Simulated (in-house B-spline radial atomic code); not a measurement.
**RPA and G0W0 on LDA exchange-only: Mg VI (Mg5+)**

Configuration [He] 2s2 2p3, highest spin, mean-field start LDA exchange-only. Computed with a B-spline radial code for spherical atoms: all electrons, non-relativistic, point nucleus, each spin shell either full or empty, empty states to l = 9 with an (l + 1/2)⁻⁴ tail; G0W0 by contour deformation at full frequency.

Command:
```bash
python run_gw.py task.json out
```
Settings (radii: box in bohr, nucleus in fm):
```
Z                        12
electrons                7
configuration            [He] 2s2 2p3
hamiltonian              nr
method                   lda,
lmax                     9
spin_polarised           True
box_radius               10.43
intervals                46
```

Cost of the run: 1.1 s on 1 thread of Arm Neoverse N1, with other jobs on the host.

Energies (hartree):

| term | value |
| --- | --- |
| mean-field total | -185.55809 |
| Hartree-Fock functional on these orbitals | -186.85777 |
| direct second order | -0.42874 |
| second-order exchange | 0.20764 |
| SOSEX correction | 0.18496 |

Question: What is the RPA correlation energy, and what remains with SOSEX?

Answer: RPA gives -0.38043 hartree (-1.48 eV per electron); RPA + SOSEX gives -0.19547, and the second-order doubles -0.2211 hartree (no singles). SOSEX takes back 49 % of the RPA value.

Quasi-particle levels (eV):

```tsv
level	occupied	mean field	Σx - vxc	Σc	QP weight	G0W0
2p up	yes	-167.09	-21.54	?	?	?
2s down	yes	-183.96	-16.03	-2.61	0.966	-202.60
2p down	no	-153.71	16.34	-4.27	0.971	-141.64
```

G0W0 = mean field + (Σx - vxc) + Σc, with Σc (partial-wave tail included) taken at the quasi-particle energy. Levels of low weight are left out.

Question: Where does G0W0 put 2p up?

Answer: At -186.64 eV, with Σc = 1.99 eV and a quasi-particle weight of 0.957. The tabulated removal energy is 186.76 ± 0.06 eV (NIST, semi-empirical); the calculation leaves out relativity, Breit and QED terms, and what these don't explain is the method's own error.
